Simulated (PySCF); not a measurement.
The PySCF input:
```python
from pyscf import gto, scf, dft

mol = gto.Mole()
mol.atom = '''
    Te   -0.00025927    0.04373338    0.00203842
    H    -1.13139252   -1.14269398   -0.07705391
    H     1.14487465   -1.13144164   -0.02894369
'''
mol.basis = 'def2-svp'
mol.ecp = {'Te': 'def2-svp'}
mol.verbose = 4
mol.build()

mf = dft.RKS(mol)
mf.xc = 'b3lyp5'
mf.kernel()
```

What does this run give for the HOMO energy, HOMO-LUMO gap, number of basis functions, Mulliken (on the basis functions themselves) charges in atom order, total energy, nuclear repulsion energy?


```yaml
HOMO energy: -6.10 eV
HOMO-LUMO gap: 5.41 eV
number_of_basis_functions: 36
Mulliken (on the basis functions themselves) charges in atom order: Te1 0.00, H2 0.00, H3 0.00
total_energy: -269.193148 Ha
nuclear_repulsion_energy: 15.7098 Eh
```
